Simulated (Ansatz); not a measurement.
The cluster Pd₂S₂. Charge 0, multiplicity 3. Geometry PBE0-D4/def2-SVP.

```xyz
4

Pd    0.733   -0.159   -1.076
Pd   -0.733    0.159    1.076
S    -1.120    1.073   -0.922
S     1.120   -1.073    0.922
```

In the def2 sets Pd takes a core potential; there is no spin–orbit coupling. At HF/def2-TZVP the charge 0 triplet is spin-contaminated (final ⟨S²⟩ up to 3.03, 2.00 for a pure state). The structure comes from a short search, and lower isomers may exist.

(1) Estimate the α-spin orbital energies around the gap (eV) in Ansatz with HF/def2-TZVP, PBE-D4/def2-TZVP, r2SCAN-D4/def2-TZVP, PBE0-D4/def2-TZVP, ωB97M-V/def2-TZVP.

Results:

(1) 
```tsv
orbital	HF/def2-TZVP	PBE-D4/def2-TZVP	r2SCAN-D4/def2-TZVP	PBE0-D4/def2-TZVP	ωB97M-V/def2-TZVP
HOMO−9	-13.67	-8.72	-9.05	-10.07	-12.31
HOMO−8	-13.39	-8.24	-8.51	-9.66	-11.90
HOMO−7	-13.10	-7.53	-7.82	-9.21	-11.65
HOMO−6	-12.50	-6.74	-7.04	-8.38	-10.81
HOMO−5	-12.42	-6.68	-6.98	-8.30	-10.71
HOMO−4	-11.13	-6.65	-6.86	-7.92	-10.05
HOMO−3	-10.89	-6.30	-6.45	-7.53	-9.73
HOMO−2	-10.28	-6.18	-6.44	-7.25	-9.27
HOMO−1	-8.95	-5.63	-5.84	-6.75	-8.77
HOMO	-8.06	-5.34	-5.59	-6.65	-8.66
LUMO	0.19	-4.34	-4.32	-3.68	-1.87
LUMO+1	0.52	-2.80	-2.55	-1.95	-0.39
LUMO+2	1.33	-1.81	-1.57	-0.97	0.52
LUMO+3	2.41	-0.27	0.08	0.40	1.43
LUMO+4	2.75	0.03	0.40	0.69	1.66
LUMO+5	2.84	0.49	1.08	1.10	2.08
β HOMO	-8.91	-5.66	-5.72	-6.47	-8.41
β LUMO	0.28	-5.09	-5.02	-4.24	-2.36
```
